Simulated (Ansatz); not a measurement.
Abridged output of a molecular run in Ansatz:

```
Functional definition: HF
1581 factors; integrals over basis functions are off by at most 9.7e-4 eV
mean field evaluation 1: about -57748.2514 eV, gradient 3.7e1 eV
mean field evaluation 2: about -57748.6048 eV, gradient 3.7e1 eV
mean field evaluation 4: about -57753.4009 eV, gradient 5.6e0 eV
mean field evaluation 8: about -57753.5314 eV, gradient 9.4e-1 eV
mean field evaluation 16: about -57753.5409 eV, gradient 1.9e-6 eV
mean field -57753.54093482 eV, -2122.4034825986 hartree, gradient 2.1e-6 eV, S^2 0.000000; 1 other end points of the search recorded, 0 dependent functions left out
17 core orbitals not correlated: weight in the atoms' cores, before any rotation towards them, 1.000 or more for the frozen orbitals, at most 0.000 for the correlated occupied ones
reference -57753.54093482 eV, -2122.4034825986 hartree; 15, 15 occupied and 223, 223 virtual orbitals, 1581 factors
second order -27.66924348 eV of doubles, -0.00000000 eV of singles
cycle   1  -25.97765235 eV  change     1.7e0 eV  update   1.6e-1
cycle   2  -26.91723112 eV  change   -9.4e-1 eV  update   5.9e-2
cycle   3  -27.10584371 eV  change   -1.9e-1 eV  update   2.8e-2
cycle   4  -27.08183927 eV  change    2.4e-2 eV  update   9.9e-3
cycle   5  -27.06890535 eV  change    1.3e-2 eV  update   4.4e-3
cycle   6  -27.07294284 eV  change   -4.0e-3 eV  update   2.0e-3
cycle   7  -27.07287083 eV  change    7.2e-5 eV  update   7.7e-4
cycle   8  -27.07207379 eV  change    8.0e-4 eV  update   2.9e-4
cycle   9  -27.07229208 eV  change   -2.2e-4 eV  update   1.1e-4
cycle  10  -27.07238958 eV  change   -9.7e-5 eV  update   3.8e-5
cycle  11  -27.07230144 eV  change    8.8e-5 eV  update   1.8e-5
cycle  12  -27.07232425 eV  change   -2.3e-5 eV  update   8.2e-6
perturbative correction -1.29498455 eV, -0.0475898043 hartree
Total energy: -57781.90824361 eV, -2123.4459619686 hartree
```

Its atoms:

```xyz
9

B    -0.573   -0.836   -0.367
C    -0.871    0.188    0.662
C    -0.796    1.175    1.443
Zn    1.117    1.592    0.685
Al    1.397   -0.230   -1.000
H    -1.036   -0.722   -1.484
H    -0.195   -1.939   -0.029
H    -1.349    1.699    2.200
H     2.306   -0.928   -2.110
```

Task: Which basis set was used?
A. def2-QZVPP
B. def2-TZVPP
C. def2-TZVPPD
D. cc-pV(Q+d)Z

Result: B. It gives 255 functions.

Task: Write the keys of the input that set method, charge and spin (a neutral closed shell needs none for the last two).

Result: 
```yaml
correlation: {method: ccsd_t, frozen_orbitals: {Al: 5, B: 1, C: 1, H: 0, Zn: 9}}
```
